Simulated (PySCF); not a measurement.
Cartesian coordinates in Å; atom numbers follow the order of the lines, from 1:
```xyz
30

C     3.1357    0.8154    0.6489
C     2.1872   -0.2146    0.0481
C     2.5386   -1.6155    0.5409
C     0.7262    0.1601    0.3318
C     0.2622    1.5064   -0.2720
B    -1.2102    1.2521   -0.9287
N    -1.5876   -0.2224   -0.2770
C    -2.1579   -0.0464    1.0669
C    -2.5234   -0.9792   -1.1131
C    -0.2587   -0.8763   -0.2050
H     4.1822    0.5868    0.3962
H     2.9136    1.8296    0.2876
H     3.0539    0.8256    1.7489
H     2.3137   -0.1939   -1.0515
H     3.6034   -1.8394    0.3710
H     1.9577   -2.3994    0.0317
H     2.3509   -1.7090    1.6243
H     0.6233    0.1899    1.4333
H     0.9702    1.8229   -1.0556
H     0.2838    2.2988    0.4930
H    -2.1192    2.0168   -0.6227
H    -1.1739    1.0469   -2.1401
H    -1.5115    0.6098    1.6598
H    -2.2627   -1.0199    1.5741
H    -3.1397    0.4329    0.9747
H    -2.0777   -1.1284   -2.1036
H    -2.7589   -1.9540   -0.6552
H    -3.4461   -0.3965   -1.2315
H    -0.3258   -1.8036    0.3882
H     0.0138   -1.1446   -1.2379
```

Geometry: PBE0-D3(BJ)/def2-SVP; GIAO absolute shieldings from PySCF 2.14.0 with density-fitted response routines, gas phase, non-relativistic, averaged over equivalent atoms.

At PBE0/pcSseg-1 (270 basis functions, 3 min wall time on 1 thread of an Arm Neoverse N1, shared host):
| atoms | σ (ppm) |
| --- | --- |
| C10 | 113.1 |
| C9 | 131.9 |
| C8 | 135.3 |
| C4 | 137.2 |
| C2 | 146.5 |
| C1 | 160.9 |
| C3 | 161.1 |
| C5 | 165.4 |
| B6 | 107.0 |
| N7 | 194.2 |
| H26/H27/H28 | 28.78 |
| H21 | 28.83 |
| H22 | 28.92 |
| H30 | 28.92 |
| H23/H24/H25 | 28.96 |
| H29 | 29.00 |
| H18 | 29.96 |
| H14 | 30.15 |
| H20 | 30.17 |
| H11/H12/H13 | 30.22 |
| H15/H16/H17 | 30.49 |
| H19 | 30.67 |

Problem. What do these become at HF/pcSseg-1?

Solution. 
```tsv
atoms	σ at HF/pcSseg-1	change
C10	127.9	+14.8
C9	143.2	+11.3
C8	146.4	+11.1
C4	151.8	+14.6
C2	158.7	+12.2
C1	168.9	+8.0
C3	169.1	+8.0
C5	175.3	+9.9
B6	117.5	+10.5
N7	220.3	+26.1
H26/H27/H28	29.37	+0.59
H21	29.58	+0.75
H22	29.73	+0.81
H30	29.70	+0.78
H23/H24/H25	29.53	+0.57
H29	29.73	+0.73
H18	30.88	+0.92
H14	30.93	+0.78
H20	30.92	+0.75
H11/H12/H13	30.66	+0.44
H15/H16/H17	30.95	+0.46
H19	31.38	+0.71
```

The largest change is at N7 (donor nitrogen of a Lewis adduct). Cost: 270 basis functions, 78 s wall time on 1 thread of an Arm Neoverse N1, shared host. The order of the carbon signals is the same at both levels.

A carbon bonded to boron is broadened by the quadrupolar boron nucleus and is often missing from a measured spectrum.
